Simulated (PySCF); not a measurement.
AlGeH5.

```xyz
7

Al    -1.6874    -0.0992    -0.3988
Ge     0.7195     0.0397     0.1692
H      1.5412    -1.1764    -0.2986
H      1.3688     1.2885    -0.4639
H      0.9358     0.1714     1.6911
H     -2.6725     1.0457     0.0912
H     -2.2628    -1.3102    -1.2488
```

Geometry optimised at PBE0-D3(BJ)/def2-TZVP.

Computed with HF/pcSseg-2 (PySCF). Non-relativistic, no solvent.

Q: Give the absolute GIAO shielding of each atom: isotropic value and principal components (ppm). (The exact figures need the calculation; the answer reports its results.)

A: 
| atom | σ(iso) | σ11 | σ22 | σ33 | span |
|---|---|---|---|---|---|
| Al1 | 298.0 | 173.0 | 296.7 | 424.4 | 251.4 |
| Ge2 | 1838.8 | 1802.2 | 1837.8 | 1876.4 | 74.2 |
| H3 | 28.7 | 23.0 | 23.1 | 39.9 | 17.0 |
| H4 | 28.7 | 22.9 | 23.6 | 39.7 | 16.8 |
| H5 | 28.7 | 22.9 | 23.5 | 39.7 | 16.9 |
| H6 | 26.2 | 24.1 | 24.7 | 29.8 | 5.7 |
| H7 | 26.2 | 24.2 | 24.6 | 29.8 | 5.6 |
